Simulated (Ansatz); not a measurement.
## Molecular dynamics, step by step

C$_{2}$H$_{3}$Se (SMILES C=C[Se-]) (charge -1), singlet, PBE0-D4/def2-SVP (Ansatz 0.2.0). Settings (timestep in fs, temperature in K, friction in 1/fs; T counts 18 degrees of freedom, while the starting velocities carry no drift of the centre of mass, so T starts below the set value):

```yaml
hamiltonian: {xc: pbe0, dispersion: d4}
md: {n_steps: 60, timestep: 0.75, temperature: 700, ensemble: nvt_langevin, seed: 609, friction: 0.01, initial_velocities: maxwell_boltzmann}
```

Start (the SMILES describes the start alone):

C1  (-0.470, 0.138, -0.573)
C2  (0.315, 0.054, 0.488)
Se3  (1.374, -1.422, 0.943)
H4  (-0.560, -0.673, -1.275)
H5  (-1.055, 1.026, -0.774)
H6  (0.396, 0.877, 1.191)
(Å)

| step | time (fs) | potential energy less the start (meV) | kinetic energy (meV) | T (K) |
| --- | --- | --- | --- | --- |
| 0 | 0.00 | 0.0 | 452.4 | 583 |
| 4 | 3.00 | 97.7 | 402.1 | 519 |
| 8 | 6.00 | 264.9 | 295.0 | 380 |
| 12 | 9.00 | 354.3 | 237.4 | 306 |
| 16 | 12.00 | 324.4 | 244.5 | 315 |
| 20 | 15.00 | 283.5 | 308.9 | 398 |
| 24 | 18.00 | 262.6 | 324.0 | 418 |
| 28 | 21.00 | 238.2 | 361.5 | 466 |
| 32 | 24.00 | 109.5 | 504.1 | 650 |
| 36 | 27.00 | 125.6 | 526.8 | 679 |
| 40 | 30.00 | 180.9 | 471.0 | 607 |
| 44 | 33.00 | 277.5 | 367.8 | 474 |
| 48 | 36.00 | 332.3 | 382.9 | 494 |
| 52 | 39.00 | 352.0 | 306.2 | 395 |
| 56 | 42.00 | 457.6 | 294.9 | 380 |
| 60 | 45.00 | 289.4 | 520.1 | 671 |

Step 20, positions (Å) and forces (eV/Å):

```json
{"atom": "C1", "x": "-0.479", "y": "0.172", "z": "-0.510", "Fx": "0.299", "Fy": "0.020", "Fz": "-0.634"}
{"atom": "C2", "x": "0.462", "y": "0.021", "z": "0.457", "Fx": "-2.960", "Fy": "2.105", "Fz": "0.956"}
{"atom": "Se3", "x": "1.393", "y": "-1.424", "z": "0.930", "Fx": "1.786", "Fy": "-1.580", "Fz": "0.332"}
{"atom": "H4", "x": "-0.511", "y": "-0.521", "z": "-1.349", "Fx": "-0.174", "Fy": "-0.365", "Fz": "-0.232"}
{"atom": "H5", "x": "-1.270", "y": "0.933", "z": "-0.486", "Fx": "0.286", "Fy": "0.308", "Fz": "0.006"}
{"atom": "H6", "x": "0.263", "y": "0.816", "z": "1.249", "Fx": "0.764", "Fy": "-0.488", "Fz": "-0.428"}
```

Step 32, positions (Å) and forces (eV/Å):

| atom | x | y | z | Fx | Fy | Fz |
| --- | --- | --- | --- | --- | --- | --- |
| C1 | -0.457 | 0.204 | -0.553 | -0.190 | 0.547 | 0.211 |
| C2 | 0.385 | 0.093 | 0.487 | 0.169 | -0.793 | 0.678 |
| Se3 | 1.429 | -1.453 | 0.917 | -0.117 | 0.928 | -0.035 |
| H4 | -0.598 | -0.496 | -1.357 | 0.098 | -0.682 | -0.363 |
| H5 | -1.150 | 1.029 | -0.501 | -0.455 | 0.744 | -0.397 |
| H6 | 0.281 | 0.973 | 1.183 | 0.496 | -0.744 | -0.095 |

Step 48, positions (Å) and forces (eV/Å):

| atom | x | y | z | Fx | Fy | Fz |
| --- | --- | --- | --- | --- | --- | --- |
| C1 | -0.461 | 0.295 | -0.572 | 1.601 | -1.147 | 1.519 |
| C2 | 0.329 | 0.122 | 0.536 | 1.209 | -0.852 | 0.266 |
| Se3 | 1.469 | -1.499 | 0.892 | -1.196 | 1.461 | -0.348 |
| H4 | -0.413 | -0.561 | -1.235 | -0.251 | -0.315 | -0.477 |
| H5 | -1.007 | 1.142 | -0.918 | -0.546 | 1.130 | 0.104 |
| H6 | 0.572 | 0.857 | 1.366 | -0.818 | -0.276 | -1.064 |

Last step (60):

C1  (-0.419, 0.347, -0.524)
C2  (0.395, 0.036, 0.522)
Se3  (1.480, -1.519, 0.881)
H4  (-0.380, -0.510, -1.235)
H5  (-0.839, 1.235, -0.942)
H6  (0.416, 0.843, 1.308)
(Å)

Hardware: 2 CPU threads of an Arm Neoverse V2, shared host. Wall time about 70 s.
